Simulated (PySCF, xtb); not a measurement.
TaOCl3, SMILES [Cl][Ta]([Cl])([Cl])=[O], multiplicity 1.

Harmonic wavenumbers (cm⁻¹) from GFN2-xTB (xtb 6.7.1) at its own minimum, in rising order: 100, 100, 107, 137, 137, 314, 339, 339, 827.

What does B3LYP-D3(BJ)/def2-SVP (PySCF 2.14.0) give at its own minimum? (The exact figures need the calculation; the answer reports its results.)

102, 102, 116, 217, 217, 391, 411, 411, 1015. Paired by order, the mean absolute difference is 64 cm⁻¹ and the zero-point energies are 3.4 and 4.3 kcal/mol.
